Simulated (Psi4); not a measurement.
C$_{5}$H$_{13}$AlO, charge +1, doublet, geometry from GFN2-xTB (such geometries of metal compounds can be far from the true shape) (a state made from the parent by changing its charge; the spin is typed, not shown lowest). Base run: Psi4 1.11 with CAM-B3LYP/6-31G.

Psi4 was given this input:
```
memory 2 GB

molecule mol {
1 2
  Al   -0.164059    0.414624    1.213743
  C    -0.774079   -0.687944    2.784972
  H    -1.750053   -1.123916    2.561449
  H    -0.834938   -0.021090    3.646730
  H    -0.050948   -1.486939    2.961921
  C     0.233232    2.392278    1.247188
  H     1.281236    2.547429    0.982745
  H     0.031460    2.746849    2.258859
  H    -0.406352    2.900198    0.522808
  O     0.028786   -0.356153   -0.217839
  C     0.199203   -0.958621   -1.462652
  C     1.558095   -0.593806   -2.053835
  C    -0.963695   -0.635253   -2.389258
  H     0.199771   -2.050859   -1.288620
  H     1.588544    0.475266   -2.255645
  H     1.719516   -1.137973   -2.978960
  H     2.357395   -0.837236   -1.357119
  H    -1.909567   -0.912947   -1.928798
  H    -0.983554    0.433878   -2.593969
  H    -0.856558   -1.173476   -3.325845
}

set basis 6-31g
set reference uks

energy('cam-b3lyp')
print_variables()
```

The base run was repeated with changes; each row names its change, and settings that it needs were set with it.

```json
[
 {"change": "base", "ΔE vs base (µEh)": "0.0", "SCF cycles": "14", "grid points": "425825", "basis functions": "93", "outcome": "converged"},
 {"change": "dft_radial_points = 35", "ΔE vs base (µEh)": "993", "SCF cycles": "14", "grid points": "202245", "basis functions": "93", "outcome": "converged"},
 {"change": "e_convergence = 1e-8", "ΔE vs base (µEh)": "0.0", "SCF cycles": "16", "grid points": "425825", "basis functions": "93", "outcome": "converged"},
 {"change": "dft_spherical_points = 974", "ΔE vs base (µEh)": "-5.4", "SCF cycles": "14", "grid points": "1369534", "basis functions": "93", "outcome": "converged"},
 {"change": "basis_guess = true", "ΔE vs base (µEh)": "0.1", "SCF cycles": "9", "grid points": "425823", "basis functions": "93", "outcome": "converged"},
 {"change": "dft_spherical_points = 194", "ΔE vs base (µEh)": "7.6", "SCF cycles": "14", "grid points": "273879", "basis functions": "93", "outcome": "converged"},
 {"change": "guess = modhuckel", "ΔE vs base (µEh)": "0.0", "SCF cycles": "15", "grid points": "425825", "basis functions": "93", "outcome": "converged"},
 {"change": "dft_pruning_scheme = treutler", "ΔE vs base (µEh)": "-108", "SCF cycles": "14", "grid points": "232775", "basis functions": "93", "outcome": "converged"},
 {"change": "scf_type = disk_df", "ΔE vs base (µEh)": "0.0", "SCF cycles": "14", "grid points": "425825", "basis functions": "93", "outcome": "converged"},
 {"change": "guess = huckel", "ΔE vs base (µEh)": "0.0", "SCF cycles": "15", "grid points": "425825", "basis functions": "93", "outcome": "converged"},
 {"change": "dft_spherical_points = 110", "ΔE vs base (µEh)": "-61.1", "SCF cycles": "14", "grid points": "155371", "basis functions": "93", "outcome": "converged"},
 {"change": "cholesky_tolerance = 1e-6 (with scf_type cd)", "ΔE vs base (µEh)": "-", "SCF cycles": "-", "grid points": "-", "basis functions": "-", "outcome": "input refused"},
 {"change": "damping_percentage = 50", "ΔE vs base (µEh)": "-", "SCF cycles": "-", "grid points": "-", "basis functions": "93", "outcome": "not converged"}
]
```

Open shells are given as the SCF converged; they aren't shown to be the lowest states, and a large step between rows can be another state.

- cholesky_tolerance = 1e-6 (with scf_type cd): ended with `psi4.driver.p4util.exceptions.ValidationError: SCF: SCF_TYPE (CD) not supported for range-separated functionals, plese use SCF_TYPE = 'DF' to automatically select the correct JK build.`
